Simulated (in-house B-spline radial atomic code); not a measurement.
The numbers below are computed, except where a source is named.
# Making a Troullier-Martins s channel for Al, r_c = 0.38 bohr

Al, [Ne] 3s2 3p1, non-relativistic LDA (VWN5), spherical and spin-unpolarised, from a B-spline radial code for spherical atoms (atomic units). The all-electron 2s level is ε = -3.934827 hartree, its outermost node lies just inside 0.17 bohr and its outer maximum at 0.50 bohr.

Inside r_c the pseudo-orbital is u(r) = r^1 exp(p(r)), with p = c0 + c2 r² + c4 r⁴ + … + c12 r¹². The seven coefficients follow from p and its first four derivatives at r_c, from zero curvature of the screened potential at the origin, c4 = −c2²/(2l + 5), and from the norm inside r_c. At r_c the all-electron orbital has P = 1.177186, P' = 2.360282, the screened potential V = -14.91649, V' = 65.64694, V'' = -414.9575, and the norm inside is Q = 0.160391.

(1) What are p, p' and p'' at r_c?

For a trial c2 the five matching conditions are linear in c0, c6, c8, c10 and c12, and c2 is varied until the norm inside r_c equals Q. The root nearest zero gives:

```tsv
n	c_n
0	0.9156387
2	1.331935
4	-0.3548103
6	649.8238
8	-9755.711
10	49231.26
12	-85564.08
```

(2) Check c4 and p(r_c), and find the screened pseudopotential at the origin.

Orbitals and screened potentials:

```
r (bohr)        P        u  V all-electron  V pseudo
   0.038  -0.5291  0.09512          -308.4   0.08841
   0.095  -0.5044   0.2403          -106.5    0.9382
   0.152  -0.1103   0.3937           -58.3     3.834
   0.209   0.3376   0.5676          -37.53     6.052
   0.266   0.7185   0.7758          -26.32    0.6195
   0.323   0.9976    1.001          -19.46    -12.09
    0.38    1.177    1.177          -14.92    -14.92
```

Logarithmic derivatives P'/P at R = 0.68 bohr, for energies E around ε:

```
E − ε (hartree)  all-electron     pseudo
           -0.5     -0.774103  -0.774302
          -0.25     -0.995001  -0.995055
           -0.1      -1.13345   -1.13346
              0      -1.22838   -1.22838
            0.1      -1.32551   -1.32552
           0.25      -1.47555   -1.47561
            0.5        -1.738   -1.73828
```

(3) With P(R) = 1.147802 and a norm of 0.6324848 inside R, what slope in energy does norm conservation fix?

Answers

(1) p = ln(P/r_c^1) = ln(1.177186/0.38) = 1.13071. p' = P'/P − 1/r_c = 2.00502 − 2.63158 = -0.62656. The radial equation gives p'' = 2(V − ε) − 2(1) p'/r_c − p'² = -21.96333 − (-3.29768) − 0.39258 = -19.05822. Differentiating, p''' = 2V' + 2(1)p'/r_c² − 2(1)p''/r_c − 2p'p'' = 199.04, and p'''' = 2V'' − 4(1)p'/r_c³ + 4(1)p''/r_c² − 2(1)p'''/r_c − 2p''² − 2p'p''' = -2836.8.

(2) −c2²/5 = -0.35481, as listed. The terms c_n r_c^n are 0.91564, 0.19233, -0.00740, 1.95658, -4.24158, 3.09084, -0.77570, which sum to 1.13071. Inverting the radial equation, V_l(r) = ε + 1 p'/r + (p'' + p'²)/2, so V_l(0) = ε + (2l + 3) c2 = -3.934827 + 3 × (1.33194) = 0.0610 hartree, finite where the all-electron potential diverges.

(3) d(P'/P)/dE = −2 × (norm inside R)/P(R)² = -0.9602 per hartree·bohr at E = ε, for both atoms, since orbital and norm agree at R. Differences over ±0.1 hartree give -0.9603 (all-electron) and -0.9603 (pseudo), which also hold third-order terms. Half a hartree below ε the two curves differ by -0.0002.
